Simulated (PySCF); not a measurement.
Mapped SMILES: `[CH2:1]=[C:2]([F:3])[C:4](=[CH2:5])[C:6]#[C:7][CH:8]1[CH2:9][CH2:10]1`. Hydrogens are named by the atom that carries them. Ha(C5) is cis to C2; Ha(C9), Ha(C10) are cis to C7 on the ring; Ha(C1) is cis to F3; Hb(C5) is trans to C2; Hb(C9), Hb(C10) are trans to C7 on the ring; Hb(C1) is trans to F3.

PySCF calculation with NMR shieldings at PBE0/pcSseg-1/GIAO and geometry from GFN2-xTB; one averaged value for each set of equivalent atoms, non-relativistic, a single conformation, no solvent model.

References, each an isolated molecule treated in the same way: 13C and 1H vs TMS; CFCl3 for 19F.

```
         atoms  nucleus  count  Hirshfeld charge  δ (ppm)
            C6      13C      1             -0.06     78.9
Ha(C9)/Ha(C10)       1H      2              0.05        ?
        C9/C10      13C      2             -0.08        ?
        Hb(C5)       1H      1              0.05     5.92
            C4      13C      1             -0.01    129.9
            C1      13C      1             -0.13        ?
Hb(C9)/Hb(C10)       1H      2              0.05     0.89
            C2      13C      1              0.09    173.0
         H(C8)       1H      1              0.06     1.48
            C8      13C      1             -0.03      3.1
        Ha(C5)       1H      1              0.05     6.12
        Ha(C1)       1H      1              0.05        ?
            C7      13C      1             -0.03    107.2
            C5      13C      1             -0.08    129.2
            F3      19F      1             -0.08   -118.3
        Hb(C1)       1H      1              0.05        ?
```

Q: Estimate the values marked ?.

A: 
- C1: 100.3 ppm, terminal =CH2 carbon; an sp2 carbon of a C=C bond
- C9/C10: 12.2 ppm, three-membered-ring carbon; carbons of three-membered rings are unusually shielded
- Hb(C1): 5.11 ppm, hydrogen on a terminal =CH2 carbon; attached to an sp2 carbon and in the plane of the double bond
- Ha(C1): 5.07 ppm, hydrogen on a terminal =CH2 carbon; a vinylic proton, deshielded by the sp2 carbon and the C=C anisotropy
- Ha(C9)/Ha(C10): 0.73 ppm, hydrogen on a three-membered-ring carbon; cyclopropane-type protons are shielded by the ring

Shifts are as computed. Against solution values, carbons near 30 ppm lie about +3 ppm off and those near 130 ppm about +5 ppm. Of 1309 compounds with measured shifts, 239 miss one by over three times the rms of a fit or turn the order of signals round; such compounds aren't used in these exercises. Unscaled 19F shifts against computed CFCl3 carry errors that often reach 10 to 50 ppm.
